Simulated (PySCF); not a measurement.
In(F)2(GeH3), SMILES [F][In]([F])[GeH3] at its B3LYP/def2-SVP optimised geometry (Å):

```
7

In    -0.9640    -0.0064     0.0000
F     -2.1418    -1.5819     0.0297
F     -2.1244     1.5819     0.0000
Ge     1.6412    -0.0064     0.0000
H      2.1126    -0.0829     1.4634
H      2.1418    -1.2321    -0.7822
H      2.1399     1.2947    -0.6505
```

Calculation: B3LYP/def2-TZVP, def2 effective core potentials past Kr (PySCF). The core electrons that the potentials of In replace are not part of the density. Cells within 0.4 Å of a nucleus heavier than hydrogen are left out (blank, or x).

Map of the LUMO amplitude (bohr^(-3/2)) on the plane z = 0.0 Å; orbital energy -2.42 eV, overall sign arbitrary:

```
|55555555555555555555555555555|
|55555555555555555555555555555|
|55555555555555555555555555555|
|55555666666655555555555555555|
|55566666666666555555666665555|
|55666666666666655556666666655|
|55666677666666665556666666665|
|56666778766666665556666666666|
|5666679xx55666665555666666666|
|5666678xx25676655555667766666|
|6666664xx15777654444567776666|
|66666542257888653223567777666|
|66666666678898642113467777666|
|66666677895x7864103x567777766|
|6666667899xxx86300xxx67777766|
|66666677895x6864103x567777766|
|66666666678898742013467777666|
|66666542257898653223567777666|
|6666664xx25777654434567776666|
|5666678xx25677655455666766666|
|5666679x655666665555666666666|
|56666788766666665556666666666|
|55666677666666665556666666665|
|55666666666666655555666666555|
|55566666666666555555566655555|
|55555666666655555555555555555|
|55555555555555555555555555555|
|55555555555555555555555555555|
|55555555555555555555555555555|
```
Scale: ten equal steps from -0.123 (start of '0') to 0.089 (end of '9'), in the order '0123456789'; x runs from -4.50 to 4.50, y from -4.50 (bottom) to 4.50 (top).
